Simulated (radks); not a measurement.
All-electron atom: the tin ion Sn+ in [Kr] 4d10 5s1.75 5p1 6s0.25 (fractional occupations, a model configuration). Calculated with a radial shooting solver on a logarithmic mesh with Libxc functionals: scalar-relativistic Kohn-Sham, exchange-only B88, spin-polarised, spherical densities, point nucleus; open shells are filled with parallel spins first (spin-orbit coupling, left out, can overturn this in heavy ions).

Unscreened Slater integrals over Kohn-Sham orbitals (cm^-1). They are taken over the spin-up orbitals. Empty in this configuration: 5d.

integral,value
"F0(6s,6s)",33030
"F0(6s,5p)",40433
"G1(6s,5p)",4618.2
"F0(6s,5s)",41638
"G0(6s,5s)",2252.7
"F0(6s,4d)",44160
"G2(6s,4d)",1663.9
"F0(6s,5d)",34535
"G2(6s,5d)",15356
"F0(5p,5p)",68727
"F2(5p,5p)",36715
"F0(5p,5s)",75651
"G1(5p,5s)",48750
"F0(5p,4d)",86844
"F2(5p,4d)",22446
"G1(5p,4d)",7973.0
"G3(5p,4d)",6869.1
"F0(5p,5d)",45173
"F2(5p,5d)",18104
"G1(5p,5d)",18048
"G3(5p,5d)",11008
"F0(5s,5s)",85849
"F0(5s,4d)",105330
"G2(5s,4d)",14635
"F0(5s,5d)",46582
"G2(5s,5d)",8321.1
"F0(4d,4d)",180810
"F2(4d,4d)",90274
"F4(4d,4d)",59270
"F0(4d,5d)",48663
"F2(4d,5d)",5832.7
"F4(4d,5d)",2058.9
"G0(4d,5d)",1322.5
"G2(4d,5d)",1460.4
"G4(4d,5d)",1137.8
"F0(5d,5d)",36833
"F2(5d,5d)",19118
"F4(5d,5d)",12469

Derived for the open shells (J is the average intra-shell exchange parameter used in DFT+U). 5p: J = F2/5 = 7343 cm^-1.
